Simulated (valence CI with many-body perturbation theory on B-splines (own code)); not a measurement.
**Forbidden lines of In42+**

Computed by configuration interaction combined with many-body perturbation theory (CI+MBPT): five valence electrons over a frozen Dirac-Fock core [He], radial functions for each j: 9 s, 9 p, 8 d, 6 f, 3 g, 1 h, with the one-electron correlation potential Σ1 (screened to all orders), the two-electron term Σ2, the three-electron term Σ3, Breit, model QED; selected single and double excitations, second order for the rest (own B-spline code, finite nucleus).

The last digits are not significant, and no measured levels were compared; by estimate large intervals hold to a few tenths of a per cent, small ones and those within an open d or f shell to about a per cent. Among the levels kept, up to 1400 cm⁻¹ of a level comes from second order outside the variational space, and about a tenth of that is noise between levels of different J, which matters for small intervals.

Lines 1 to 50 of 55 in falling wavelength, among levels below 316.66 Ry, chosen from the decays that carry over 1 % of a level's rate. Wavelengths and rates use the calculated energies. Electric multipoles are in the length gauge, E1 and E2 with the static RPA response of the core. S is in atomic units (e²a₀⁴ for E2 and M2, e²a₀⁶ for E3), for M1 in squared Bohr magnetons. Weak lines are less certain than strong ones. Lines between different terms over intervals too small for the method are left out, as are lines whose strength nearly cancels. The highest levels of a list are the least certain.

Levels are named by their leading jj configuration (3d3/2^4 stands for four electrons in 3d with j = 3/2), which in mixed levels can hold well under half, so a name can repeat and another be missing. Letters in brackets count levels of one name in rising energy.

```csv
λ vac (Å),Upper,Lower,Type,A (s⁻¹),S (a.u.)
60.54,(2s^2 2p1/2 2p3/2^2) J=3/2,(2s^2 2p1/2^2 2p3/2) J=3/2,M1,8.99e+07,2.96e+00
60.24,(2s^2 2p3/2^3) J=3/2,(2s^2 2p1/2 2p3/2^2) J=1/2,M1,2.19e+07,7.11e-01
55.53,(2s^2 2p1/2 2p3/2^2) J=5/2,(2s^2 2p1/2^2 2p3/2) J=3/2,M1,1.56e+07,5.95e-01
53.31,(2s^2 2p3/2^3) J=3/2,(2s^2 2p1/2 2p3/2^2) J=5/2,M1,3.06e+07,6.88e-01
49.59,(2s^2 2p1/2 2p3/2^2) J=1/2,(2s^2 2p1/2^2 2p3/2) J=3/2,M1,6.57e+07,5.94e-01
49.39,(2s^2 2p3/2^3) J=3/2,(2s^2 2p1/2 2p3/2^2) J=3/2,M1,1.29e+08,2.30e+00
3.549,(2s^2 2p1/2 2p3/2 3d5/2) J=9/2,(2s 2p1/2 2p3/2^3) J=5/2,E2,4.32e+08,2.17e-06
3.319,(2s^2 2p1/2 2p3/2 3p1/2) J=3/2 [a],(2s^2 2p1/2 2p3/2^2) J=1/2,E2,2.02e+10,2.90e-05
3.309,(2s^2 2p1/2 2p3/2 3p1/2) J=5/2,(2s^2 2p1/2 2p3/2^2) J=1/2,E2,3.51e+10,7.47e-05
3.300,(2s^2 2p1/2 2p3/2 3p1/2) J=1/2,(2s^2 2p1/2 2p3/2^2) J=5/2,E2,4.54e+10,3.17e-05
3.291,(2s^2 2p1/2 2p3/2 3p1/2) J=3/2 [b],(2s^2 2p1/2 2p3/2^2) J=1/2,E2,1.33e+10,1.83e-05
3.287,(2s^2 2p1/2^2 3p1/2) J=1/2,(2s^2 2p1/2^2 2p3/2) J=3/2,E2,1.97e+11,1.35e-04
3.286,(2s^2 2p3/2^2 3p1/2) J=3/2,(2s^2 2p3/2^3) J=3/2,E2,4.20e+10,5.75e-05
3.286,(2s^2 2p1/2 2p3/2 3p1/2) J=5/2,(2s^2 2p1/2 2p3/2^2) J=5/2,E2,1.14e+11,2.34e-04
3.284,(2s^2 2p1/2 2p3/2 3p1/2) J=1/2,(2s^2 2p1/2 2p3/2^2) J=3/2,E2,6.69e+10,4.56e-05
3.283,(2s^2 2p3/2^2 3p1/2) J=5/2,(2s^2 2p3/2^3) J=3/2,E2,1.34e+11,2.74e-04
3.279,(2s^2 2p1/2 2p3/2 3p1/2) J=3/2 [a],(2s^2 2p1/2 2p3/2^2) J=3/2,E2,1.26e+11,1.71e-04
3.270,(2s^2 2p1/2 2p3/2 3p1/2) J=5/2,(2s^2 2p1/2 2p3/2^2) J=3/2,E2,2.80e+10,5.60e-05
3.267,(2s^2 2p1/2 2p3/2 3p1/2) J=3/2 [b],(2s^2 2p1/2 2p3/2^2) J=5/2,E2,1.13e+11,1.50e-04
3.258,(2s^2 2p1/2 2p3/2 3p3/2) J=3/2 [a],(2s^2 2p1/2 2p3/2^2) J=1/2,E2,8.25e+09,1.08e-05
3.256,(2s^2 2p3/2^2 3p1/2) J=1/2,(2s^2 2p3/2^3) J=3/2,E2,1.35e+11,8.81e-05
3.249,(2s 2p1/2^2 2p3/2 3p3/2) J=7/2,(2s 2p1/2^2 2p3/2^2) J=5/2,E2,5.40e+10,1.40e-04
3.245,(2s^2 2p1/2 2p3/2 3p3/2) J=5/2 [a],(2s^2 2p1/2 2p3/2^2) J=5/2,E2,1.39e+10,2.67e-05
3.242,(2s^2 2p3/2^2 3p3/2) J=5/2,(2s^2 2p3/2^3) J=3/2,E2,4.79e+10,9.20e-05
3.242,(2s^2 2p3/2^2 3p3/2) J=7/2,(2s^2 2p3/2^3) J=3/2,E2,3.24e+10,8.29e-05
3.241,(2s^2 2p1/2 2p3/2 3p3/2) J=5/2 [b],(2s^2 2p1/2 2p3/2^2) J=1/2,E2,4.03e+10,7.73e-05
3.240,(2s^2 2p1/2 2p3/2 3p3/2) J=1/2 [a],(2s^2 2p1/2 2p3/2^2) J=5/2,E2,1.65e+10,1.05e-05
3.240,(2s 2p1/2^2 2p3/2 3p3/2) J=1/2 [b],(2s 2p1/2^2 2p3/2^2) J=3/2,E2,1.02e+11,6.49e-05
3.238,(2s^2 2p3/2^2 3p3/2) J=1/2,(2s^2 2p3/2^3) J=3/2,E2,7.30e+09,4.64e-06
3.236,(2s^2 2p1/2 2p3/2 3p3/2) J=3/2 [a],(2s^2 2p1/2 2p3/2^2) J=5/2,E2,3.59e+10,4.55e-05
3.230,(2s^2 2p1/2 2p3/2 3p3/2) J=7/2,(2s^2 2p1/2 2p3/2^2) J=5/2,E2,6.53e+10,1.64e-04
3.229,(2s^2 2p1/2 2p3/2 3p3/2) J=5/2 [a],(2s^2 2p1/2 2p3/2^2) J=3/2,E2,5.48e+10,1.03e-04
3.226,(2s^2 2p1/2^2 3p3/2) J=3/2,(2s^2 2p1/2^2 2p3/2) J=3/2,E2,1.00e+11,1.25e-04
3.225,(2s^2 2p1/2 2p3/2 3p3/2) J=1/2 [a],(2s^2 2p1/2 2p3/2^2) J=3/2,E2,6.71e+10,4.18e-05
3.220,(2s^2 2p1/2 2p3/2 3p3/2) J=3/2 [a],(2s^2 2p1/2 2p3/2^2) J=3/2,E2,2.58e+10,3.19e-05
3.215,(2s^2 2p1/2 2p3/2 3p3/2) J=7/2,(2s^2 2p1/2 2p3/2^2) J=3/2,E2,7.55e+09,1.85e-05
3.208,(2s^2 2p1/2 2p3/2 3p3/2) J=1/2 [b],(2s^2 2p1/2 2p3/2^2) J=5/2,E2,1.44e+11,8.72e-05
3.192,(2s^2 2p1/2 2p3/2 3p3/2) J=1/2 [b],(2s^2 2p1/2 2p3/2^2) J=3/2,E2,7.00e+10,4.14e-05
3.189,(2s 2p1/2^2 2p3/2 3p3/2) J=1/2 [b],(2s 2p1/2^2 2p3/2^2) J=5/2,E2,3.80e+10,2.24e-05
3.185,(2s 2p1/2^2 2p3/2 3d5/2) J=9/2,(2s 2p1/2^2 2p3/2^2) J=5/2,M2,2.40e+09,7.03e-06
3.163,(2s^2 2p1/2 2p3/2 3d5/2) J=9/2,(2s^2 2p1/2 2p3/2^2) J=5/2,M2,2.30e+09,6.52e-06
3.065,(2s^2 2p1/2 2p3/2 3p3/2) J=5/2 [a],(2s^2 2p1/2^2 2p3/2) J=3/2,E2,2.24e+10,3.25e-05
3.062,(2s^2 2p1/2 2p3/2 3p3/2) J=1/2 [a],(2s^2 2p1/2^2 2p3/2) J=3/2,E2,3.64e+10,1.75e-05
3.057,(2s^2 2p1/2 2p3/2 3p3/2) J=3/2 [a],(2s^2 2p1/2^2 2p3/2) J=3/2,E2,8.22e+10,7.85e-05
3.056,(2s^2 2p3/2^2 3p3/2) J=5/2,(2s^2 2p1/2 2p3/2^2) J=5/2,E2,5.76e+10,8.22e-05
3.056,(2s^2 2p3/2^2 3p3/2) J=7/2,(2s^2 2p1/2 2p3/2^2) J=5/2,E2,4.49e+10,8.55e-05
3.053,(2s^2 2p3/2^2 3p3/2) J=1/2,(2s^2 2p1/2 2p3/2^2) J=5/2,E2,7.88e+10,3.73e-05
3.053,(2s^2 2p1/2 2p3/2 3p3/2) J=7/2,(2s^2 2p1/2^2 2p3/2) J=3/2,E2,9.44e+10,1.79e-04
3.050,(2s 2p1/2^2 2p3/2 3d5/2) J=9/2,(2s^2 2p1/2 2p3/2^2) J=5/2,E2,9.84e+08,2.32e-06
3.042,(2s^2 2p3/2^2 3p3/2) J=5/2,(2s^2 2p1/2 2p3/2^2) J=3/2,E2,2.88e+10,4.02e-05
```
